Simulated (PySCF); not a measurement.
**How far are cheaper levels from CCSD(T)/CBS for SiBr?**

PySCF; the state is a doublet (π ↑). The composite is CCSD(T) extrapolated to the basis-set limit from two correlation-consistent sets, with core-valence (CV) and scalar-relativistic (SR) terms as its label shows; it has no spin–orbit coupling and nothing beyond (T). Here it is CCSD(T)/CBS(TQ). It gives Re = 2.228 Å, ωe = 425 cm⁻¹ and De = 3.88 eV to Si + Br.

```json
{"level": "UHF", "basis": "def2-TZVPP", "relativity": "no relativity", "Re (Å)": "2.251", "ωe (cm⁻¹)": "414", "De (eV)": "2.59"}
{"level": "UHF-CCSD", "basis": "def2-TZVPP", "relativity": "no relativity", "Re (Å)": "2.233", "ωe (cm⁻¹)": "426", "De (eV)": "3.56"}
{"level": "UHF-CCSD(T)", "basis": "6-31G(d,p)", "relativity": "no relativity", "Re (Å)": "2.252", "ωe (cm⁻¹)": "420", "De (eV)": "3.39"}
{"level": "UHF-CCSD(T)", "basis": "def2-TZVPP", "relativity": "no relativity", "Re (Å)": "2.235", "ωe (cm⁻¹)": "424", "De (eV)": "3.69"}
{"level": "UHF-CCSD(T)", "basis": "def2-TZVPPD", "relativity": "no relativity", "Re (Å)": "2.237", "ωe (cm⁻¹)": "421", "De (eV)": "3.71"}
{"level": "LDA", "basis": "def2-TZVPPD", "relativity": "no relativity", "Re (Å)": "2.219", "ωe (cm⁻¹)": "423", "De (eV)": "4.68"}
{"level": "PW91", "basis": "pcseg-1", "relativity": "no relativity", "Re (Å)": "2.273", "ωe (cm⁻¹)": "400", "De (eV)": "3.99"}
{"level": "PW91", "basis": "6-31G(d,p)", "relativity": "no relativity", "Re (Å)": "2.262", "ωe (cm⁻¹)": "407", "De (eV)": "4.01"}
{"level": "r²SCAN", "basis": "def2-TZVPPD", "relativity": "no relativity", "Re (Å)": "2.235", "ωe (cm⁻¹)": "417", "De (eV)": "4.00"}
{"level": "PBE0", "basis": "def2-TZVPPD", "relativity": "no relativity", "Re (Å)": "2.231", "ωe (cm⁻¹)": "422", "De (eV)": "3.93"}
```

Task: Give the difference of each row from the composite.

Result: 

```csv
level,basis,ΔRe (pm),Δωe (%),ΔDe (eV)
UHF,def2-TZVPP,+2.3,-2.6,-1.29
UHF-CCSD,def2-TZVPP,+0.5,+0.2,-0.32
UHF-CCSD(T),"6-31G(d,p)",+2.4,-1.2,-0.49
UHF-CCSD(T),def2-TZVPP,+0.7,-0.2,-0.19
UHF-CCSD(T),def2-TZVPPD,+0.9,-0.9,-0.17
LDA,def2-TZVPPD,-0.9,-0.5,+0.80
PW91,pcseg-1,+4.5,-5.9,+0.11
PW91,"6-31G(d,p)",+3.4,-4.2,+0.13
r²SCAN,def2-TZVPPD,+0.7,-1.9,+0.12
PBE0,def2-TZVPPD,+0.3,-0.7,+0.05
```

Task: Which rows come closest in De?

Result: PBE0 in def2-TZVPPD (+0.05 eV), counted from the composite.

Correlated steps freeze 14 core orbitals. Correlated levels converge slowly with the basis: in double zeta they bind strong bonds too weakly, by up to about 1 eV, and carry superposition errors of some tenths. Spin–orbit coupling is left out. The state is the lowest determinant that a PBE0 search found; another state may lie lower at other levels.
